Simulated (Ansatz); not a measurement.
The same atomization along the group B, Al, Ga, In.

Gas-phase electronic energies from Ansatz, PBE0-D4/def2-TZVP geometries. CCSD(T)/CBS is the MP2 limit (def2-TZVPP, def2-QZVPP) plus CCSD(T) − MP2 in def2-TZVPP, frozen cores. Small cases extrapolate CCSD(T) itself. Functionals use def2-TZVPP. No spin–orbit coupling; open shells (•) take unrestricted orbitals. Spin–orbit coupling would lower the free atoms: a little for Al, B; clearly for Ga; strongly for In. def2 core potentials past Kr. For Ga, In outer-core shells are correlated without core-valence functions, so the limit isn't a true one: a few kJ/mol of doubt a bond, and 10 to 20 or more in all where bonds break to atoms. Scalar relativity is left out up to krypton. Each species was taken in one conformer, which may not be the lowest.

| reaction | CCSD(T)/CBS(def2) (kJ/mol) |
| --- | --- |
| `NB(N)N` → B• + 6 H• + 3 N• | 3781 |
| `[NH2][Al]([NH2])[NH2]` → Al• + 6 H• + 3 N• | ? |
| `[NH2][Ga]([NH2])[NH2]` → Ga• + 6 H• + 3 N• | 3276 |
| `[NH2][In]([NH2])[NH2]` → In• + 6 H• + 3 N• | 3091 |

**Question.** Fill in the missing values. (An estimate is asked.)

**Answer.** The calculation gave: `[NH2][Al]([NH2])[NH2]` → Al• + 6 H• + 3 N•: +3478.8 kJ/mol.

Largest T1 diagnostic: 0.018, for Al•.

Extrapolated directly: `NB(N)N` → B• + 6 H• + 3 N•.

For atomizations the MP2-based limit and the directly extrapolated one differ by several kJ/mol either way, and by 10 to 25 for some Ge, Se and Sn compounds, so smaller differences from it don't rank the levels.
